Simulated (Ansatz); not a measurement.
The same path of a periodic cell of 31 atoms, Al30Cu (host Al, host structure fcc, dopant Cu, one Al atom removed) was run twice with different band settings. Lost on the way: Al1–Cu2, Cu2–Al5, Cu2–Al8, Cu2–Al9, Cu2–Al13, Cu2–Al23. Made: Cu2–Al4, Cu2–Al6, Cu2–Al7, Cu2–Al14, Cu2–Al22, Cu2–Al25.

All numbers below come from Ansatz, DFT PBEsol, scalar-relativistic, plane waves, PAW. Settings: PAW set soft_1, cutoff 420 eV, k mesh 3x3x3, gaussian smearing 0.05 eV, no spin polarisation.

Relaxed end points:

```xyz
31
Lattice="8.1000 0.0000 0.0000 0.0000 8.1000 0.0000 0.0000 0.0000 8.1000" Properties=species:S:1:pos:R:3
Al 4.072 0.023 0.003
Cu 6.016 2.078 0.005
Al 6.120 0.036 1.919
Al 2.022 2.006 0.003
Al 4.066 4.033 0.005
Al 6.097 6.079 0.004
Al 2.011 -0.002 2.011
Al 4.084 2.030 2.024
Al 6.070 4.017 2.025
Al 4.072 0.001 4.054
Al 6.079 2.025 4.053
Al 6.116 0.035 6.190
Al -0.025 4.027 0.004
Al 2.013 6.090 0.003
Al -0.035 1.983 1.921
Al 2.038 4.042 2.040
Al 4.061 6.063 2.038
Al -0.004 0.003 4.053
Al 2.030 2.033 4.055
Al 4.057 4.043 4.053
Al 6.069 6.068 4.054
Al 2.012 -0.003 6.097
Al 4.081 2.031 6.085
Al 6.070 4.020 6.088
Al 0.005 6.086 2.012
Al 0.003 4.028 4.054
Al 2.041 6.064 4.053
Al -0.034 1.982 6.187
Al 2.038 4.043 6.069
Al 4.061 6.062 6.069
Al 0.005 6.090 6.095
```

```xyz
31
Lattice="8.1000 0.0000 0.0000 0.0000 8.1000 0.0000 0.0000 0.0000 8.1000" Properties=species:S:1:pos:R:3
Al 4.062 0.022 0.000
Cu 8.150 -0.050 0.000
Al 6.113 0.041 1.924
Al 1.996 1.991 0.000
Al 4.068 4.032 0.000
Al 6.109 6.104 0.000
Al 1.994 -0.013 2.017
Al 4.066 2.026 2.005
Al 6.074 4.034 2.005
Al 4.043 -0.009 4.050
Al 6.079 2.021 4.050
Al 6.113 0.041 6.176
Al -0.022 4.038 0.000
Al 2.018 6.082 0.000
Al -0.041 1.987 1.924
Al 2.019 4.057 2.036
Al 4.043 6.081 2.036
Al 0.004 -0.004 4.050
Al 2.008 2.020 4.050
Al 4.040 4.060 4.050
Al 6.080 6.092 4.050
Al 1.994 -0.013 6.083
Al 4.066 2.026 6.095
Al 6.074 4.034 6.095
Al 0.013 6.106 2.017
Al 0.009 4.057 4.050
Al 2.021 6.079 4.050
Al -0.041 1.987 6.176
Al 2.019 4.057 6.064
Al 4.043 6.081 6.064
Al 0.013 6.106 6.083
```

Common settings: climbing image yes; force threshold 0.05 eV/Å; end points relaxed.

| run | movable images | spring | optimiser | start path | iteration limit |
| --- | --- | --- | --- | --- | --- |
| 1 | 5 | 2.0 to 10.0 eV/Å², energy-weighted | quadratic models (default) | straight line | 34 |
| 2 | 3 | 50.0 eV/Å² | fire | default | 50 |

(1) What does each run give, and how far can it be trusted?

Results:

(1) Run 1: converged after 7 iterations, highest image 0.458 eV above the first end. By the program's own check the climbing image is a first-order saddle point (lowest curvatures found: -0.77 and 0.15 eV/Å²).
Run 2: converged after 22 iterations, highest image 0.461 eV above the first end. The order of the point at the top wasn't checked.
Limits of this set-up: coarse k mesh, PAW files made for another functional, a small cell, in which the defect meets its images, a typed lattice constant that wasn't relaxed here.
